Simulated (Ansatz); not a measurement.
`O[B](O)[SbH2]`, charge 0, multiplicity 1.

Problem. Give a relaxed structure at PBE0-D4/def2-TZVP (Ansatz 0.2.0). (Best estimate.)

Solution. Ansatz gave: 
```xyz
8

O     1.067   -0.710   -0.889
B     0.311   -0.229    0.134
O    -0.015   -0.926    1.256
Sb   -0.338    1.933    0.024
H     1.376   -1.618   -0.792
H     0.318   -1.828    1.301
H    -0.808    1.800   -1.610
H    -1.911    1.579    0.577
```
Point group Cs.
